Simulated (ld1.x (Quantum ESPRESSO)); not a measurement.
## u(r) = r·R(r): atom against pseudo-atom (aluminium)

Columns: radius, all-electron u(r) and pseudo u(r) of the 3p shell (level -2.72 eV) of aluminium in the configuration [Ne] 3s2 3p1; PBE, non-relativistic, ultrasoft scheme, ld1.x (Quantum ESPRESSO) 7.5.

```
r (bohr)  all-electron   pseudo
   0.115        0.0881  -0.0029
   0.230        0.1815  -0.0115
   0.345        0.2142  -0.0256
   0.460        0.1963  -0.0450
   0.575        0.1469  -0.0695
   0.690        0.0810  -0.0984
   0.805        0.0084  -0.1314
   0.920       -0.0649  -0.1676
   1.035       -0.1354  -0.2064
   1.150       -0.2011  -0.2469
   1.265       -0.2609  -0.2881
   1.380       -0.3146  -0.3291
   1.495       -0.3622  -0.3690
   1.610       -0.4042  -0.4066
   1.725       -0.4406  -0.4410
   1.840       -0.4714  -0.4714
   1.955       -0.4970  -0.4970
   2.070       -0.5175  -0.5175
   2.185       -0.5334  -0.5334
   2.300       -0.5450  -0.5450
   2.415       -0.5528  -0.5528
   2.530       -0.5571  -0.5571
   2.645       -0.5584  -0.5584
   2.760       -0.5569  -0.5569
   2.875       -0.5531  -0.5531
   2.990       -0.5473  -0.5473
```

Problem. How many radial nodes do the two functions have?

Solution. The all-electron 3p function has n − l − 1 = 1; the pseudo-wave has 0, since the states of the same l below it are removed with the core.

Problem. At about which radius was the pseudo-wave matched?

Solution. 1.90 bohr. The columns agree to 0.0005 from 1.73 bohr on; several derivatives are matched, so the curves merge somewhat inside the radius.

Problem. Is the pseudo-wave norm-conserving?

Solution. No, it belongs to an ultrasoft set: the norm inside the radius is not constrained, and the difference is carried by the augmentation charge.
